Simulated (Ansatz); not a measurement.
`CBr` + H• → `[CH2]Br`• + H₂  (hydrogen abstraction from a C–H bond)

Isolated molecules relaxed with PBE0-D4/def2-TZVP in Ansatz; ΔE leaves out vibrations. CCSD(T)/CBS adds triple-zeta CCSD(T) − MP2 to the extrapolated MP2 energy (def2 sets, frozen cores). This one scheme is used for every species, atoms too. Functionals use def2-TZVPP. Open shells (•) are unrestricted, without spin–orbit coupling. For Br outer-core shells are correlated without core-valence functions, so the limit isn't a true one: a few kJ/mol of doubt a bond, and 10 to 20 or more in all where bonds break to atoms. Scalar relativity is left out up to krypton.

`CBr`:

```xyz
5

C    -0.130    0.104   -0.081
Br    1.227   -0.983    0.763
H     0.275    0.480   -1.016
H    -0.372    0.921    0.593
H    -0.999   -0.522   -0.259
```

`[CH2]Br`•:

Cartesian coordinates in Å:
```
C -0.086 -0.162 0.098
Br 0.677 1.270 -0.770
H -1.106 -0.063 0.433
H 0.516 -1.045 0.238
```

H₂:

```xyz
2

H     0.208   -0.228    0.210
H    -0.208    0.228   -0.210
```

```
    level  ΔE (kcal/mol)
   revPBE           -3.7
CAM-B3LYP           -2.7
```

Question: What does CCSD(T)/CBS give? (Estimate.)

Answer: Ansatz gave: -1.3 kcal/mol. The listed levels differ from it by -2.4, -1.4 kcal/mol.

Question: What do rigid-rotor, harmonic-oscillator terms from PBE0-D4/def2-TZVP frequencies (298.15 K, 1 bar) make of the CCSD(T)/CBS value? (Best estimate.)

Answer: Computed: ΔZPE = -3.1 kcal/mol, ΔH = -3.5 kcal/mol, ΔS = 30 J/(mol·K), ΔG = -5.6 kcal/mol. Open shells count their whole term as degenerate.

Largest T1 diagnostic among the species: 0.014.

At CCSD(T), def2-SVP lies +2.3 kcal/mol from the extrapolated value and def2-TZVPP −0.1 kcal/mol. From PBE to PBE0 (25 % exact exchange), in def2-TZVPP and without D4, ΔE moves by +0.8 kcal/mol.
